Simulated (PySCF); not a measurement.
Planning a geometry optimisation on `COC1=C[C@H]2C=C[C@@H]1C2`.

Method: PBE0-D3(BJ)/def2-SVP geometry optimisation, gas phase (PySCF 2.14.0). Work: geometry optimisation from a GFN2-xTB start, density fitting. The input is one job of a driver script: a line of settings, then coordinates in Å.

Input:
```
{"job": {"xc": "PBE0", "basis": "def2-SVP", "d3": "d3bj", "grid": 2, "kind": "geom"}, "charge": 0, "multiplicity": 1}
C      2.908573    -0.292887    -0.311934
O      1.747735    -0.995453     0.067138
C      0.603789    -0.280428     0.056432
C      0.323002     0.987605    -0.238625
C     -1.186509     1.135105    -0.085616
C     -1.804629     0.266091    -1.171962
C     -1.515275    -0.992236    -0.876917
C     -0.708454    -0.974623     0.412449
C     -1.404653     0.201034     1.118680
H      3.731827    -1.002111    -0.250285
H      2.821215     0.084337    -1.335688
H      3.094652     0.548950     0.362372
H      0.965341     1.777243    -0.573854
H     -1.556886     2.153994    -0.016176
H     -2.334612     0.655538    -2.020573
H     -1.744542    -1.887009    -1.423229
H     -0.604898    -1.918129     0.938323
H     -0.890387     0.532025     2.020148
H     -2.455093     0.010204     1.337019
```

Hardware: one thread, Intel Xeon 6975P-C (x86_64), shared host with 192 logical CPUs at a one-minute load of 80. PySCF's memory limit was set to 1600 MB.

Question: How large is the basis?

Answer: 176 functions.

Question: Estimate the wall time.

Answer: About 65 s. The run took 5 energy-and-gradient evaluations and 38 SCF cycles, 13 s an evaluation on average.

Question: Estimate the peak memory.

Answer: About 0.81 GiB. Peak memory is the resident size of the whole Python process, interpreter and libraries included.

The output:
```
step   0  E = -385.29779282  max force = 0.015180
step   1  E = -385.30052449  max force = 0.002651
step   2  E = -385.30056675  max force = 0.001155
step   3  E = -385.30057029  max force = 0.001208
step   4  E = -385.30057738  max force = 0.000222
optimisation converged
```

Energies in Eh; «max force» is the largest Cartesian gradient component in Eh/bohr.

Times come from a shared host and carry two figures at best.

The run converged: final energy -385.30058 Eh after 4 steps; dipole 1.09 D.
